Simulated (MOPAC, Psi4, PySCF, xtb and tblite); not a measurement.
Torsional profile of SMILES ClB(B(Cl)Cl)Cl. Scanned: dihedral Cl1–B2–B4–Cl5; all other coordinates were relaxed at GFN2-xTB. Points at φ and −φ are mirror images. Heavy atoms are numbered in the order of the SMILES ClB(Cl)B(Cl)Cl, hydrogens after them in the order of the atoms that carry them; the mirror image has the same energies with the sign of each dihedral reversed.

- RHF/STO-3G = restricted Hartree-Fock/STO-3G // GFN2-xTB run with PySCF
- GFN2-xTB (xtb and tblite)
- PM7, restricted, heats of formation // GFN2-xTB (MOPAC)
- MP2/cc-pVTZ = DF-MP2 (frozen core)/cc-pVTZ // GFN2-xTB (Psi4)

Energies relative to the lowest point of each profile, in kcal/mol; the last columns give the difference from MP2:

```json
[
 {"φ / °": "-150", "RHF/STO-3G": "2.2", "GFN2-xTB": "0.2", "PM7": "1.6", "MP2/cc-pVTZ": "1.2", "RHF/STO-3G − MP2/cc-pVTZ": "1.0", "GFN2-xTB − MP2/cc-pVTZ": "-0.9", "PM7 − MP2/cc-pVTZ": "0.4"},
 {"φ / °": "-120", "RHF/STO-3G": "0.7", "GFN2-xTB": "0.1", "PM7": "0.5", "MP2/cc-pVTZ": "0.4", "RHF/STO-3G − MP2/cc-pVTZ": "0.3", "GFN2-xTB − MP2/cc-pVTZ": "-0.3", "PM7 − MP2/cc-pVTZ": "0.1"},
 {"φ / °": "-90", "RHF/STO-3G": "0.0", "GFN2-xTB": "0.0", "PM7": "0.0", "MP2/cc-pVTZ": "0.0", "RHF/STO-3G − MP2/cc-pVTZ": "0.0", "GFN2-xTB − MP2/cc-pVTZ": "0.0", "PM7 − MP2/cc-pVTZ": "0.0"},
 {"φ / °": "-60", "RHF/STO-3G": "0.7", "GFN2-xTB": "0.1", "PM7": "0.5", "MP2/cc-pVTZ": "0.4", "RHF/STO-3G − MP2/cc-pVTZ": "0.3", "GFN2-xTB − MP2/cc-pVTZ": "-0.3", "PM7 − MP2/cc-pVTZ": "0.1"},
 {"φ / °": "-30", "RHF/STO-3G": "2.2", "GFN2-xTB": "0.2", "PM7": "1.6", "MP2/cc-pVTZ": "1.2", "RHF/STO-3G − MP2/cc-pVTZ": "1.0", "GFN2-xTB − MP2/cc-pVTZ": "-0.9", "PM7 − MP2/cc-pVTZ": "0.4"},
 {"φ / °": "0", "RHF/STO-3G": "3.0", "GFN2-xTB": "0.3", "PM7": "2.2", "MP2/cc-pVTZ": "1.7", "RHF/STO-3G − MP2/cc-pVTZ": "1.3", "GFN2-xTB − MP2/cc-pVTZ": "-1.3", "PM7 − MP2/cc-pVTZ": "0.5"},
 {"φ / °": "30", "RHF/STO-3G": "2.2", "GFN2-xTB": "0.2", "PM7": "1.6", "MP2/cc-pVTZ": "1.2", "RHF/STO-3G − MP2/cc-pVTZ": "1.0", "GFN2-xTB − MP2/cc-pVTZ": "-0.9", "PM7 − MP2/cc-pVTZ": "0.4"},
 {"φ / °": "60", "RHF/STO-3G": "0.7", "GFN2-xTB": "0.1", "PM7": "0.5", "MP2/cc-pVTZ": "0.4", "RHF/STO-3G − MP2/cc-pVTZ": "0.3", "GFN2-xTB − MP2/cc-pVTZ": "-0.3", "PM7 − MP2/cc-pVTZ": "0.1"},
 {"φ / °": "90", "RHF/STO-3G": "0.0", "GFN2-xTB": "0.0", "PM7": "0.0", "MP2/cc-pVTZ": "0.0", "RHF/STO-3G − MP2/cc-pVTZ": "0.0", "GFN2-xTB − MP2/cc-pVTZ": "0.0", "PM7 − MP2/cc-pVTZ": "0.0"},
 {"φ / °": "120", "RHF/STO-3G": "0.7", "GFN2-xTB": "0.1", "PM7": "0.5", "MP2/cc-pVTZ": "0.4", "RHF/STO-3G − MP2/cc-pVTZ": "0.3", "GFN2-xTB − MP2/cc-pVTZ": "-0.3", "PM7 − MP2/cc-pVTZ": "0.1"},
 {"φ / °": "150", "RHF/STO-3G": "2.2", "GFN2-xTB": "0.2", "PM7": "1.6", "MP2/cc-pVTZ": "1.2", "RHF/STO-3G − MP2/cc-pVTZ": "1.0", "GFN2-xTB − MP2/cc-pVTZ": "-0.9", "PM7 − MP2/cc-pVTZ": "0.4"},
 {"φ / °": "180", "RHF/STO-3G": "3.0", "GFN2-xTB": "0.3", "PM7": "2.2", "MP2/cc-pVTZ": "1.6", "RHF/STO-3G − MP2/cc-pVTZ": "1.3", "GFN2-xTB − MP2/cc-pVTZ": "-1.3", "PM7 − MP2/cc-pVTZ": "0.6"}
]
```

RHF/STO-3G is furthest from MP2/cc-pVTZ at 0 (1.3 kcal/mol, above); its mean absolute difference over the points is 0.7 kcal/mol.

GFN2-xTB is furthest from MP2/cc-pVTZ at 0 (-1.3 kcal/mol, below); its mean absolute difference over the points is 0.6 kcal/mol.

PM7 is furthest from MP2/cc-pVTZ at 180 (0.6 kcal/mol, above); its mean absolute difference over the points is 0.3 kcal/mol.
